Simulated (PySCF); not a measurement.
Compound: ZnCl2(PH3)2 (singlet state).
Bonds: Zn1–Cl2, Zn1–Cl3, Zn1–P4, Zn1–P8. Hydrogens: H5, H6, H7 on P4; H9, H10, H11 on P8.

Computed by this run: PBE0-D3(BJ)/def2-SVP geometry optimisation, gas phase in PySCF; density fitting, grid level 1; the optimiser is geomeTRIC in internal coordinates, started from a GFN2-xTB structure with every atom displaced at random (about 0.03 Å).

Step 4: E = -92100.8771 eV
```
atom  x, y, z in Å  |  force x, y, z in eV/Å
Zn1     1.1765    0.0539    0.7509   -0.106  -0.159  -0.098
Cl2     0.4601   -0.0521    2.7946    0.060   0.068   0.111
Cl3     2.8077   -0.0408   -0.6772    0.021   0.053   0.014
P4     -0.2855    1.9061   -0.2129   -0.071  -0.097   0.020
H5     -0.4995    2.0053   -1.6111   -0.001   0.034  -0.022
H6      0.1763    3.2207    0.0148    0.046   0.136   0.006
H7     -1.6252    2.0931    0.2210    0.032  -0.010  -0.008
P8     -0.2915   -1.8934   -0.1762   -0.053   0.113   0.118
H9     -1.6302   -2.1112    0.2539    0.060  -0.006  -0.010
H10     0.2028   -3.1915    0.0927    0.048  -0.066   0.039
H11    -0.5013   -2.0633   -1.5632   -0.036  -0.066  -0.169
```

Step 5: E = -92100.8888 eV
```
atom  x, y, z in Å  |  force x, y, z in eV/Å
Zn1     1.1559    0.0216    0.7753   -0.104  -0.047  -0.055
Cl2     0.5175    0.0429    2.8483    0.028  -0.010  -0.007
Cl3     2.7816   -0.0413   -0.6624    0.015   0.019  -0.006
P4     -0.2858    1.9067   -0.2120   -0.016  -0.096   0.043
H5     -0.4968    2.0094   -1.6109   -0.007   0.036  -0.015
H6      0.1796    3.2231    0.0169    0.031   0.063   0.008
H7     -1.6254    2.0951    0.2193    0.007   0.024  -0.015
P8     -0.2990   -1.9128   -0.1911   -0.020   0.076   0.093
H9     -1.6398   -2.1393    0.2237    0.031  -0.018  -0.006
H10     0.1985   -3.2138    0.0660    0.033  -0.034   0.026
H11    -0.4959   -2.0646   -1.5860    0.001  -0.013  -0.065
```

Step 6: E = -92100.8928 eV
```
atom  x, y, z in Å  |  force x, y, z in eV/Å
Zn1     1.1199    0.0182    0.7597   -0.027  -0.051  -0.041
Cl2     0.5192    0.0519    2.8439    0.010  -0.016   0.023
Cl3     2.7534   -0.0364   -0.6760    0.001   0.010  -0.004
P4     -0.2846    1.9081   -0.2065   -0.016   0.004  -0.013
H5     -0.4845    2.0240   -1.6064   -0.003   0.026  -0.005
H6      0.1998    3.2185    0.0322    0.016   0.005   0.011
H7     -1.6234    2.1119    0.2163   -0.014   0.033  -0.004
P8     -0.3020   -1.9194   -0.1896    0.012   0.033   0.015
H9     -1.6405   -2.1596    0.2187   -0.002  -0.032  -0.001
H10     0.2170   -3.2102    0.0833    0.015  -0.001   0.013
H11    -0.4838   -2.0803   -1.5884    0.008  -0.011   0.005
```

Step 7: E = -92100.8991 eV
```
atom  x, y, z in Å  |  force x, y, z in eV/Å
Zn1     1.0264   -0.0196    0.7256    0.101   0.094   0.020
Cl2     0.5386    0.0485    2.8426    0.003  -0.009   0.015
Cl3     2.6753   -0.0444   -0.7109   -0.071  -0.006   0.014
P4     -0.3010    1.9420   -0.2079    0.039  -0.004  -0.013
H5     -0.4641    2.1042   -1.6080   -0.006   0.023  -0.002
H6      0.2567    3.2159    0.0752   -0.006  -0.046   0.004
H7     -1.6340    2.2101    0.1946   -0.029   0.053  -0.003
P8     -0.3052   -1.9505   -0.1801   -0.019  -0.070  -0.082
H9     -1.6393   -2.2419    0.2044   -0.017  -0.038  -0.005
H10     0.2747   -3.2057    0.1356   -0.004   0.017  -0.015
H11    -0.4377   -2.1317   -1.5836    0.010  -0.014   0.067
```

Question: Estimate the geometry and energy of step 8. (The exact step hangs on the optimiser's Hessian estimate; all steps are aligned on step 7, rigid shifts and turns removed.)

Answer: E = -92100.9013 eV, largest force 0.204 eV/Å
```
atom  x, y, z in Å  |  force x, y, z in eV/Å
Zn1     0.9688   -0.0330    0.7172    0.119   0.142   0.085
Cl2     0.5638    0.0599    2.8534    0.006   0.001  -0.044
Cl3     2.6113   -0.0435   -0.7316   -0.077  -0.018   0.005
P4     -0.3130    1.9611   -0.2125    0.018   0.030  -0.004
H5     -0.4502    2.1640   -1.6104    0.003  -0.002   0.004
H6      0.2977    3.2031    0.1042   -0.005  -0.062   0.003
H7     -1.6375    2.2889    0.1770   -0.018   0.042  -0.001
P8     -0.3119   -1.9788   -0.1763   -0.023  -0.097  -0.087
H9     -1.6414   -2.3155    0.1860   -0.020  -0.041  -0.006
H10     0.3096   -3.2078    0.1606   -0.007   0.010  -0.016
H11    -0.4070   -2.1715   -1.5804    0.004  -0.005   0.062
```

The energy changes by -0.0023 eV. The first-order estimate −F·Δx gives -0.0080 eV and the mean of the old and new forces, exact on a quadratic surface, -0.0064 eV. The step makes an angle of 79° with the force vector and moves no atom by more than 0.081 Å.

What follows is the cost of the whole optimisation. On one thread of an Arm Neoverse V2, no GPU (shared host), this took 3.5 min and 0.50 GiB of memory at its peak.
